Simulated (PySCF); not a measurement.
# Gas-phase thermal properties of Ga(CH₃)₂NH₂

Energies from PySCF, thermal terms from the rigid-rotor harmonic-oscillator model, ideal gas at 1 bar. 6-31G* has spherical d functions here. All species are closed-shell singlets. B3LYP is the form with VWN-RPA correlation. Ga: all electrons, no relativistic terms. Methyl groups turn as free rotors in Ga(CH₃)₂NH₂. Ga(CH₃)₂NH₂: computed as isolated molecules; such fragments, hydroxides, amides, oligomers or adducts are transient or little studied in the gas. The harmonic model lacks anharmonicity and excited electronic states, which grow with temperature; levels with a mode under 35 cm⁻¹ are left out.

```json
[
 {"level": "B3LYP/6-31G*", "point group": "C2v", "σ": "2", "ZPE (kJ/mol)": "254.5", "S°298 (J/mol/K)": "358.4", "Cp298 (J/mol/K)": "110.9", "S°1000 (J/mol/K)": "544.7", "H1000 − H298 (kJ/mol)": "114.2"},
 {"level": "HF/6-31G*", "point group": "C2v", "σ": "2", "ZPE (kJ/mol)": "269.9", "S°298 (J/mol/K)": "350.7", "Cp298 (J/mol/K)": "106.4", "S°1000 (J/mol/K)": "531.1", "H1000 − H298 (kJ/mol)": "110.8"},
 {"level": "PBE/def2-SVP", "point group": "C2v", "σ": "2", "ZPE (kJ/mol)": "245.6", "S°298 (J/mol/K)": "358.5", "Cp298 (J/mol/K)": "113.8", "S°1000 (J/mol/K)": "549.6", "H1000 − H298 (kJ/mol)": "117.0"},
 {"level": "PBE0/def2-TZVP", "point group": "C2v", "σ": "2", "ZPE (kJ/mol)": "253.4", "S°298 (J/mol/K)": "355.9", "Cp298 (J/mol/K)": "111.4", "S°1000 (J/mol/K)": "543.6", "H1000 − H298 (kJ/mol)": "115.0"}
]
```
σ: rotational symmetry number. Electronic degeneracy used: 1. Frequencies are unscaled.
